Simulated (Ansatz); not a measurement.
Zr(Cl)4 cation (Cl₄Zr), SMILES [Cl][Zr]([Cl])([Cl])[Cl] (connectivity only; charge and spin as stated), charge +1, multiplicity 2. Atoms are numbered in the order given.

```xyz
5

Zr     0.0000     0.0000     0.0000
Cl     1.2785     1.3915    -1.3915
Cl    -1.2785     1.3915     1.3915
Cl    -1.2785    -1.3915    -1.3915
Cl     1.2785    -1.3915     1.3915
```
Charge +1, spin multiplicity 2.

Coordinates come from a B3LYP-D3(BJ)/def2-SVP optimisation. The multiplicity is an assumed one; no other spin state was optimised. The isomer is the one that the SMILES or the coordinates give; other isomers of the formula were not compared. The def2 effective core potentials stand for the cores of Zr; spin–orbit coupling is left out.

Two levels are set side by side: PBE-D3(BJ)/def2-SVP (Ansatz, a first-principles code) and B3LYP-D3(BJ)/def2-SVP (Ansatz). Each level has its own optimised geometry; the coordinates shown are those of the second. Differences are taken from unrounded values.

```csv
quantity,B3LYP-D3(BJ),PBE-D3(BJ),PBE-D3(BJ) minus B3LYP-D3(BJ)
mean bond length (Å),2.347,2.348,0.001
bond Zr1–Cl2 (Å),2.347,2.348,0.001
bond Zr1–Cl3 (Å),2.347,2.348,0.001
bond Zr1–Cl4 (Å),2.347,2.348,0.001
bond Zr1–Cl5 (Å),2.347,2.348,0.001
```

Here PBE gives about what the other level gives.
